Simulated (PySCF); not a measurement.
**Tellurium: a sound run and one with changed settings**

Sound run: Te⁺ [Kr] 4d10 5s2 5p3, Te²⁺ [Kr] 4d10 5s2 5p2. All numbers are calculated (PySCF 2.14, scalar relativity through the core potential, in def2-SVP with the def2 core potential (28 electrons)). In the sound run the correlated levels freeze 4s2 4p6 4d10 outside the core potential. The sound run starts from symmetry-adapted Hartree-Fock orbitals and uses a fine grid where one is needed.

Changed run: initial guess atom, at most 50 SCF cycles, level shift 2.0 hartree.

```tsv
species	method	sound run (hartree)	changed run (hartree)	converged
Te⁺	UHF	-266.71416	-266.71416	yes
Te⁺	LDA	-267.24506	-267.24506	yes
Te⁺	BP86	-267.77566	-267.77566	yes
Te⁺	MP2	-266.76035	-266.72821	yes
Te⁺	CCSD(T)	-266.77363	-266.77363	yes
Te²⁺	UHF	-266.03954	-266.03954	yes
Te²⁺	LDA	-266.54875	-266.54875	yes
Te²⁺	BP86	-267.08228	-267.08228	yes
Te²⁺	MP2	-266.07482	-266.05032	yes
Te²⁺	CCSD(T)	-266.08929	-266.08929	yes
```

Ionisation energy of Te⁺:

```json
{"method": "UHF", "sound run (eV)": "18.357", "changed run (eV)": "18.357"}
{"method": "LDA", "sound run (eV)": "18.948", "changed run (eV)": "18.948"}
{"method": "BP86", "sound run (eV)": "18.868", "changed run (eV)": "18.868"}
{"method": "MP2", "sound run (eV)": "18.654", "changed run (eV)": "18.446"}
{"method": "SCS-MP2", "sound run (eV)": "18.553", "changed run (eV)": "18.415"}
{"method": "CCSD", "sound run (eV)": "18.619", "changed run (eV)": "18.619"}
{"method": "CCSD(T)", "sound run (eV)": "18.622", "changed run (eV)": "18.622"}
```

A level shift leaves the converged SCF energy unchanged but raises the virtual orbital energies, which shrinks MP2 if it is not removed.

For comparison, NIST gives 18.6 ± 0.4 eV between the lowest levels.
